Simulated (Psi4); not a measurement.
F5Sb, singlet, at a GFN2-xTB geometry (all electrons, no relativity); Psi4 1.11 with M06-2X/STO-3G.

Psi4 was given this input:
```
memory 2 GB

molecule {
0 1
Sb   -0.00538098   -0.01804812   -0.00232090
F     1.27108124   -0.77244999    1.17556001
F    -1.28766979    0.72948715   -1.17818027
F     0.23534493    1.68191679    0.82082326
F     1.08319346   -0.49526191   -1.49023129
F    -1.32250323   -1.22629968    0.65862935
}

set {
  basis sto-3g
  scf_type pk
}

energy('m06-2x')
print_variables()
```

The log (banner, timings and long lists left out):

```
   => Loading Basis Set <=

    Name: STO-3G
    Role: ORBITAL
    Keyword: BASIS

         ---------------------------------------------------------
                                   SCF
               by Justin Turney, Rob Parrish, Andy Simmonett
                          and Daniel G. A. Smith
                              RKS Reference
         ---------------------------------------------------------

  ==> Geometry <==

    Molecular point group: c1
    Full point group: C1

    Geometry (in Angstrom), charge = 0, multiplicity = 1:

       Center              X                  Y                   Z               Mass
    ------------   -----------------  -----------------  -----------------  -----------------
         SB          -0.000558920239    -0.000671685289     0.000157907149   120.903812000000
         F            1.275903299761    -0.755073555289     1.178038817149    18.998403162730
         F           -1.282847730239     0.746863584711    -1.175701462851    18.998403162730
         F            0.240166989761     1.699293224711     0.823302067149    18.998403162730
         F            1.088015519761    -0.477885475289    -1.487752482851    18.998403162730
         F           -1.317681170239    -1.208923245289     0.661108157149    18.998403162730

  Running in c1 symmetry.

  Rotational constants: A =      0.08153  B =      0.07059  C =      0.07011 [cm^-1]
  Rotational constants: A =   2444.15437  B =   2116.11621  C =   2101.86672 [MHz]
  Nuclear repulsion =  785.158415992757341

  Charge       = 0
  Multiplicity = 1
  Electrons    = 96
  Nalpha       = 48
  Nbeta        = 48

  ==> Algorithm <==

  SCF Algorithm Type is PK.
  DIIS enabled.
  MOM disabled.
  Fractional occupation disabled.
  Guess Type is SAD.
  Energy threshold   = 1.00e-06
  Density threshold  = 1.00e-06
  Integral threshold = 1.00e-12

  ==> Primary Basis <==

  Basis Set: STO-3G
    Blend: STO-3G
    Number of shells: 26
    Number of basis functions: 52
    Number of Cartesian functions: 54
    Spherical Harmonics?: true
    Max angular momentum: 2

  ==> DFT Potential <==

   => LibXC <=

    Version 7.1.2
    S. Lehtola, C. Steigemann, M. J. T. Oliveira, and M. A. L. Marques,  SoftwareX 7, 1–5 (2018) (10.1016/j.softx.2017.11.002)

   => Composite Functional: M06-2X <=

    Hybrid M06-2X Meta-GGA XC Functional  (10.1007/s00214-007-0310-x)
    Y. Zhao and D. G. Truhlar,  Theor. Chem. Acc., 120, 215, 2008

    Deriv               =              1
[...]
   @RKS iter   2: -6745.47668241664269   -3.56413e-02   8.18168e-04 DIIS/ADIIS
   @RKS iter   3: -6745.47800009724142   -1.31768e-03   4.11096e-04 DIIS/ADIIS
   @RKS iter   4: -6745.47842199914521   -4.21902e-04   1.16622e-04 DIIS/ADIIS
   @RKS iter   5: -6745.47845946244433   -3.74633e-05   2.37804e-05 DIIS
   @RKS iter   6: -6745.47846179066437   -2.32822e-06   1.29959e-06 DIIS
   @RKS iter   7: -6745.47846179988483   -9.22046e-09   2.75201e-07 DIIS
  Energy and wave function converged.

  ==> Post-Iterations <==

   Electrons on quadrature grid:
      Ntotal   =   95.9999695626 ; deviation = -3.044e-05

    Orbital Energies [Eh]
    ---------------------

    Doubly Occupied:

[...]
    Virtual:

[...]
      52A      0.333958

    Final Occupation by Irrep:
              A
    DOCC [    48 ]
    NA   [    48 ]
    NB   [    48 ]

  @RKS Final Energy: -6745.47846179988483

   => Energetics <=

    Nuclear Repulsion Energy =            785.1584159927573410
    One-Electron Energy =              -10889.4059699416175135
    Two-Electron Energy =                3462.1708070244781084
    DFT Exchange-Correlation Energy =    -103.4017148755026909
    Empirical Dispersion Energy =           0.0000000000000000
    VV10 Nonlocal Energy =                  0.0000000000000000
    Total Energy =                      -6745.4784617998848262

Computation Completed

Properties will be evaluated at   0.000000,   0.000000,   0.000000 [a0]

Properties computed using the SCF density matrix

 Multipole Moments:

 ------------------------------------------------------------------------------------
     Multipole            Electronic (a.u.)      Nuclear  (a.u.)        Total (a.u.)
 ------------------------------------------------------------------------------------

 L = 1.  Multiply by 2.5417464519 to convert [e a0] to [Debye]
 Dipole X            :         -0.0089057            0.0066277           -0.0022780
 Dipole Y            :         -0.0097242            0.0079649           -0.0017593
 Dipole Z            :          0.0030405           -0.0018725            0.0011680
 Magnitude           :                                                    0.0031062

 ------------------------------------------------------------------------------------

  Variable Map:
  ----------------------------------------------------------------------------
[...]
  Array Variable Map:
  ----------------------------------------------------------------------------
[...]
[...]
```
